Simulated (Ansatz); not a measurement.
Basis-set extrapolation for `CN([SiH2]Cl)[SiH](O)F` (PBE0-D4/def2-TZVP geometry, frozen core, Ansatz 0.2.0). Multiplicity 1, RHF reference.

```csv
,def2-TZVPP,def2-QZVPP
HF,-1308.455189,-1308.500213
MP2 correlation,-1.300369,-1.409541
CCSD(T) correlation,-1.405044,not run
```

Energies in hartree. Use E(X) = E(∞) + A·exp(−7.88·√X) for Hartree–Fock and E(X) = E(∞) + B·X^(−2.97) for correlation, with X = 3 and 4, and add CCSD(T) minus MP2 of the smaller set to the MP2 limit.

Q: What is the CCSD(T) energy at the basis-set limit?

A: HF limit: -1308.500213 + (-0.045024) × 0.13774 = -1308.50641. MP2 limit: -1.409541 + (-0.109172) × 0.74074 = -1.49041. Higher-order term: -1.405044 − (-1.300369) = -0.10467. Total: -1310.10149 hartree, 151.4 kcal/mol below CCSD(T)/def2-TZVPP.
